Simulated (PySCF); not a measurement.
**CBr₃⁺: from structure and modes to constants**

Method: PySCF, PBE0, basis C def2-TZVP, Br def2-TZVP (no relativity, density fitting).

The singlet minimum has D3h symmetry. Masses (u): C 12.00000, Br 78.91834.

```xyz
4
charge 1 multiplicity 1, angstrom
C     0.0000    0.0000    0.0000
Br    1.8058    0.0000    0.0000
Br   -0.9029    1.5639    0.0000
Br   -0.9029   -1.5638    0.0000
```

Harmonic wavenumbers (cm⁻¹): 182.3 (e', ×2), 330.5 (a1', ×1), 441.1 (a2'', ×1), 911.1 (e', ×2).

**Question.** What is the harmonic zero-point energy?

**Answer.** Half the sum of all 6 wavenumbers, 2958/2 = 1479 cm⁻¹, which is 17.7 kJ/mol (1 cm⁻¹ = 0.0119627 kJ/mol).

**Question.** Give the standard entropy (298.15 K, 1 bar) by its translational, rotational, vibrational and spin parts, and Cp.

**Answer.** Sackur–Tetrode with M = 248.76 u gives 177.7; rotation with symmetry number 6 gives 110.8; vibration 29.1; spin R ln 1 = 0.0. The total is 317.5 J/(mol K), and Cp = 4 R + 32.2 = 65.4 J/(mol K).

Only a few start shapes were tried, so a lower isomer may exist.
